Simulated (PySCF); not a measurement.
# GeSe: frontier orbitals

r²SCANh at R = 2.140 Å; basis Ge x2c-TZVPPall, Se x2c-TZVPPall; spin-free X2C with a Gaussian nucleus; PySCF 2.14. State: ¹Σ⁺ (singlet), closed shell. Only the outer orbitals are listed, counted within each symmetry.

| orbital | occ. | ε (eV) | on Ge (%) | main shells (%) |
| --- | --- | --- | --- | --- |
| 13σ | 2 | -18.87 | 20 | 78 Se s, 14 Ge s |
| 14σ | 2 | -12.60 | 67 | 67 Ge s, 16 Se p, 15 Se s |
| 15σ | 2 | -7.28 | 50 | 49 Se p, 35 Ge p, 14 Ge s |
| 7π | 2 | -7.18 | 25 | 74 Se p, 23 Ge p |
| 7π | 2 | -7.18 | 25 | 74 Se p, 23 Ge p |
| 8π | 0 | -2.80 | 76 | 75 Ge p, 22 Se p |
| 8π | 0 | -2.80 | 76 | 75 Ge p, 22 Se p |
| 16σ | 0 | 0.94 | 79 | 70 Ge p, 24 Se p |

Question: Which are the highest filled and the lowest empty level, where do they sit, and how wide is the gap?

Answer: Highest filled 7π at -7.18 eV (in %: 74 Se p, 23 Ge p); lowest empty 8π at -2.80 eV (in %: 75 Ge p, 22 Se p); the gap at r²SCANh is 4.38 eV.

```
bond order (Mayer)                               : 2.41
⟨S²⟩                                             : 0.000
charge on Ge (Mulliken, basis-dependent)         : 0.24
charge on Ge (Löwdin, basis-dependent)           : 0.00
dipole moment (positive dipole means Ge(−)Se(+)) : -1.87 D
```
